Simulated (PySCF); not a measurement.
Nb(F)4(SH) (F4HNbS), SMILES [F][Nb]([F])([SH])([F])[F], multiplicity 1. Atoms are numbered in the order given.

```xyz
7

Nb    -0.0028    -0.2919     0.0000
F      1.8768    -0.1581     0.0000
F     -1.8735    -0.1219     0.0000
F     -0.0034    -1.1786     1.6340
F     -0.0034    -1.1786    -1.6340
S     -0.0711     2.0908     0.0000
H      1.2837     2.2498     0.0000
```
Charge 0, spin multiplicity 1.

Geometry: PBE-D3(BJ)/def2-SVP. The spin state was assumed, not searched. The structure was generated by enumeration; whether it is a known compound was not checked. The def2 effective core potentials stand for the cores of Nb; spin–orbit coupling is left out. Other conformers were not sampled.

The numbers are results of PySCF with PBE/def2-TZVP, not measurements.

Symmetry labels are those of the subgroup Cs that the program uses (full group Cs).

Computed valence orbital energies around the gap with their symmetry:
| orbital | symmetry | energy (eV) |
|---|---|---|
| HOMO−7 | A' | -10.90 |
| HOMO−6 | A' | -10.67 |
| HOMO−5 | A" | -10.52 |
| HOMO−4 | A' | -10.42 |
| HOMO−3 | A" | -10.15 |
| HOMO−2 | A' | -10.05 |
| HOMO−1 | A' | -8.45 |
| HOMO | A" | -7.41 |
| LUMO | A' | -4.50 |
| LUMO+1 | A" | -3.93 |
| LUMO+2 | A' | -3.28 |
| LUMO+3 | A" | -3.14 |
